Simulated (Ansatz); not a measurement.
Basis-set extrapolation for CH3BN2 (PBE0-D4/def2-TZVP geometry, frozen core, Ansatz 0.2.0). Multiplicity 1, RHF reference.

|  | def2-TZVPP | def2-QZVPP |
| --- | --- | --- |
| HF | -173.237234 | -173.245438 |
| MP2 correlation | -0.650890 | -0.695297 |
| CCSD(T) correlation | -0.698734 | not run |

Energies in hartree. Use E(X) = E(∞) + A·exp(−7.88·√X) for Hartree–Fock and E(X) = E(∞) + B·X^(−2.97) for correlation, with X = 3 and 4, and add CCSD(T) minus MP2 of the smaller set to the MP2 limit.

What is the CCSD(T) energy at the basis-set limit?

HF limit: -173.245438 + (-0.008204) × 0.13774 = -173.24657. MP2 limit: -0.695297 + (-0.044407) × 0.74074 = -0.72819. Higher-order term: -0.698734 − (-0.650890) = -0.04784. Total: -174.02260 hartree, 54.4 kcal/mol below CCSD(T)/def2-TZVPP.
